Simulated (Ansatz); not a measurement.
SnH2(NHEt)2 (C₄H₁₄N₂Sn). Total charge 0; singlet. Geometry PBE-D4/def2-SVP; atoms count from 1.

```
atom    x (Å)    y (Å)    z (Å)
 Sn1   0.3505   0.2980   0.1117
  H2   1.7988   0.6578  -0.7854
  H3   0.2675   1.1851   1.6082
  N4   0.3387  -1.7628   0.1396
  C5   1.5523  -2.5214   0.4086
  C6   2.0242  -2.5464   1.8683
  H7  -0.4669  -2.1365   0.6560
  H8   1.4039  -3.5710   0.0593
  H9   2.3669  -2.1145  -0.2325
 H10   2.2634  -1.5232   2.2297
 H11   2.9324  -3.1728   1.9964
 H12   1.2350  -2.9566   2.5336
 N13  -1.4944   0.6634  -0.7304
 C14  -2.1082   1.9816  -0.6549
 C15  -1.5258   3.0536  -1.5849
 H16  -1.5853   0.2532  -1.6676
 H17  -3.2006   1.8806  -0.8600
 H18  -2.0421   2.3365   0.3985
 H19  -0.4555   3.2444  -1.3548
 H20  -2.0701   4.0174  -1.4925
 H21  -1.5849   2.7335  -2.6468
```

In the def2 sets Sn takes a core potential; there is no spin–orbit coupling.

(1) Estimate the Mulliken populations from the PBE0/def2-TZVP orbitals of Ansatz.

(2) And the Mayer bond orders between heavy atoms (over 0.3)?

Answers

(1) 
```json
{"atom": "Sn1", "charge (e)": "0.68"}
{"atom": "H2", "charge (e)": "-0.06"}
{"atom": "H3", "charge (e)": "-0.07"}
{"atom": "N4", "charge (e)": "-0.58"}
{"atom": "C5", "charge (e)": "-0.11"}
{"atom": "C6", "charge (e)": "-0.36"}
{"atom": "H7", "charge (e)": "0.22"}
{"atom": "H8", "charge (e)": "0.11"}
{"atom": "H9", "charge (e)": "0.10"}
{"atom": "H10", "charge (e)": "0.12"}
{"atom": "H11", "charge (e)": "0.12"}
{"atom": "H12", "charge (e)": "0.11"}
{"atom": "N13", "charge (e)": "-0.58"}
{"atom": "C14", "charge (e)": "-0.11"}
{"atom": "C15", "charge (e)": "-0.36"}
{"atom": "H16", "charge (e)": "0.22"}
{"atom": "H17", "charge (e)": "0.11"}
{"atom": "H18", "charge (e)": "0.10"}
{"atom": "H19", "charge (e)": "0.12"}
{"atom": "H20", "charge (e)": "0.12"}
{"atom": "H21", "charge (e)": "0.11"}
```
Mulliken values depend strongly on the basis.

(2) Sn1–N4 0.93 (2.06 Å); Sn1–N13 0.93 (2.06 Å); N4–C5 1.02 (1.46 Å); C5–C6 1.00 (1.53 Å); N13–C14 1.02 (1.46 Å); C14–C15 1.00 (1.53 Å).
